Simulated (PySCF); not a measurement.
Species: C9H12P (charge -1).
Atom-mapped SMILES: `[CH2:1]=[CH:2][c:3]1[cH:4][c:5]([CH:6]([CH3:7])[CH3:8])[cH:9][p-:10]1`

Definitions: NICS(0) = −σiso at the ring centroid; NICS(1) = −σiso and NICS(1)zz = −σzz at ±1 Å along the ring normal z. Level: GIAO PBE0/pcSseg-1 (PySCF, non-relativistic, gas phase) on the GFN2-xTB geometry, one conformer.

Ring bond lengths (Å), with Mayer bond orders in brackets: C3–C4 1.396 (1.38), C4–C5 1.392 (1.35), C5–C9 1.389 (1.45), C9–P10 1.735 (1.30), P10–C3 1.771 (1.20).

Problem. Give the NICS values of each ring in ppm.

Solution. 
```json
{"ring": "C3–C4–C5–C9–P10", "type": "5-membered ring with P; formal bonds all aromatic", "NICS(0)": "-10.0", "NICS(1), two faces": "-9.6 / -9.6", "NICS(1)zz, two faces": "-23.5 / -23.5", "rms pucker (Å)": "0.00", "centre to ring atoms, mean (Å)": "1.30"}
```

Problem. What do they say, and how far can they be read as aromaticity?

Solution. 
- C3–C4–C5–C9–P10: mean NICS(1)zz -23.5 ppm, shielded.

Problem. How equal are the bonds by HOMA? HOMA = 1 − mean of α(R − Ropt)² over the ring bonds, with Krygowski's 1993 parameters (CC: Ropt 1.388 Å, α 257.7 Å⁻²; CP: Ropt 1.698 Å, α 118.91 Å⁻²).

Solution. 
- C3–C4–C5–C9–P10: HOMA 0.84; the largest term is that of P10–C3, α(R − Ropt)² = 0.64.

Problem. List the ring angles and the Hirshfeld charges of the ring atoms.

Solution. 
- C3–C4–C5–C9–P10: C3 111.1° (-0.124 e), C4 113.8° (-0.123 e), C5 111.7° (-0.061 e), C9 113.9° (-0.189 e), P10 89.5° (-0.179 e); sum 540.0° against 540° for a flat convex ring.

Problem. How shielded are the nuclei of the rings and their hydrogens (means over atoms taken as equivalent)?

Solution. 
| atoms | environment | σ isotropic (ppm) |
| --- | --- | --- |
| C3 | substituted aromatic carbon | 31.7 |
| C4 | aromatic CH carbon | 67.5 |
| C5 | substituted aromatic carbon | 49.7 |
| C9 | aromatic CH carbon | 49.3 |
| P10 | phosphorus bonded to 2 C | 241.9 |
| H on C4 | aromatic hydrogen | 25.32 |
| H on C9 | aromatic hydrogen | 24.90 |

The values belong to the conformer `[CH2:1]=[CH:2][c:3]1[cH:4][c:5]([CH:6]([CH3:7])[CH3:8])[cH:9][p-:10]1`: C1–C2–C3–C4 180°, C4–C5–C6–C7 61°.
